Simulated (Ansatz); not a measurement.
Geometry optimisation, RKS CAM-B3LYP-D4/cc-pVDZ (Ansatz 0.2.0).

input.yaml

```yaml
crystal:
  periodic: [false, false, false]
  atoms:
    - { symbol: Si, position_ang: [-0.518621, 0.360892, -0.44719] }
    - { symbol: F, position_ang: [1.844872, -0.730364, 0.991662] }
    - { symbol: F, position_ang: [-1.935472, 0.493879, -1.242139] }
    - { symbol: F, position_ang: [-0.710802, 1.087466, 0.99958] }
    - { symbol: H, position_ang: [0.519737, 1.06744, -1.222365] }
    - { symbol: H, position_ang: [1.095014, -1.233681, 1.119193] }
    - { symbol: H, position_ang: [-0.294727, -1.045631, -0.198741] }
basis:
  gaussian: { orbitals: cc-pVDZ }
hamiltonian:
  xc: cam_b3lyp
  dispersion: d4
relax:
  f_tol: 0.03
  max_steps: 50
```

Command:

```bash
$ ansatz run input.yaml --threads 2 --pin off --max-ram 3072MiB --backend cpu --events-out ev --progress --plain --runs-dir out
```

Task: Where does it end, and by what steps?

Result: The run converged. After 15 steps the energy has fallen by 0.274 eV; H6 moved furthest, 0.93 Å.

```
step  energy less start (eV)  largest force component (eV/Å)  accepted
   0                  0.0000                           0.729       yes
   1                  0.0457                           2.180        no
   2                 -0.0370                           0.792       yes
   3                 -0.0605                           0.701       yes
   4                 -0.0665                           1.183       yes
   5                 -0.1239                           0.244       yes
   6                 -0.1364                           0.222       yes
   7                 -0.1669                           0.395       yes
   8                 -0.0527                           3.247        no
   9                 -0.1908                           0.249       yes
  10                 -0.2125                           0.323       yes
  11                 -0.2294                           1.131       yes
  12                 -0.2694                           0.169       yes
  13                 -0.2732                           0.141       yes
  14                 -0.2727                           0.109        no
  15                 -0.2741                           0.009       yes
```

```xyz
7
Properties=species:S:1:pos:R:3
Si -0.484 0.181 -0.505
F 1.655 -0.806 0.816
F -1.860 0.885 -1.032
F -0.455 0.500 1.122
H 0.645 0.879 -1.148
H 1.127 -0.365 1.451
H -0.628 -1.273 -0.703
```

The run took 25 s on 2 threads of Arm Neoverse V1 (shared host), peak memory 0.15 GiB.
